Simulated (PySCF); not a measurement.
CH₆O₂Si₂, SMILES O[Si@H]1OC[SiH2]1. Atoms are numbered in the order given.

```xyz
11

O      2.0117     1.0186     0.0693
Si     0.6051     0.4484    -0.6015
O      0.4045    -1.2239    -0.4680
C     -0.8329    -1.4597     0.2427
Si    -1.3849     0.3569     0.5992
H      2.1685     0.8118     0.9965
H      0.6679     0.9240    -2.0039
H     -1.5323    -2.0239    -0.3974
H     -0.6382    -2.0708     1.1407
H     -2.6824     0.7599    -0.0174
H     -1.3976     0.7257     2.0466
```

Geometry optimised at ωB97X-D3(BJ)/def2-SVP. The structure was generated by enumeration; whether it is a known compound was not checked. One conformer was computed; it need not be the lowest.

Method: PBE0/pcSseg-1 (PySCF).

GIAO shieldings, no solvent; atoms listed in one row are averaged. δ = σ(ref) − σ: ¹⁷O against H2O (σ = 334.2 ppm); ²⁹Si against TMS (σ = 352.7 ppm); ¹³C against TMS (σ = 186.3 ppm); ¹H against TMS (σ = 31.56 ppm), references at their B3LYP-D3(BJ)/def2-TZVP geometries, non-relativistic.

```json
[
 {"nucleus": "¹⁷O", "atoms": "O3", "count": "1", "δ (ppm)": "131.9"},
 {"nucleus": "¹⁷O", "atoms": "O1", "count": "1", "δ (ppm)": "88.8"},
 {"nucleus": "²⁹Si", "atoms": "Si2", "count": "1", "δ (ppm)": "15.2"},
 {"nucleus": "²⁹Si", "atoms": "Si5", "count": "1", "δ (ppm)": "-33.1"},
 {"nucleus": "¹³C", "atoms": "C4", "count": "1", "δ (ppm)": "58.6"},
 {"nucleus": "¹H", "atoms": "H7", "count": "1", "δ (ppm)": "5.60"},
 {"nucleus": "¹H", "atoms": "H10", "count": "1", "δ (ppm)": "5.00"},
 {"nucleus": "¹H", "atoms": "H11", "count": "1", "δ (ppm)": "4.90"},
 {"nucleus": "¹H", "atoms": "H8", "count": "1", "δ (ppm)": "4.59"},
 {"nucleus": "¹H", "atoms": "H9", "count": "1", "δ (ppm)": "4.47"},
 {"nucleus": "¹H", "atoms": "H6", "count": "1", "δ (ppm)": "2.73"}
]
```
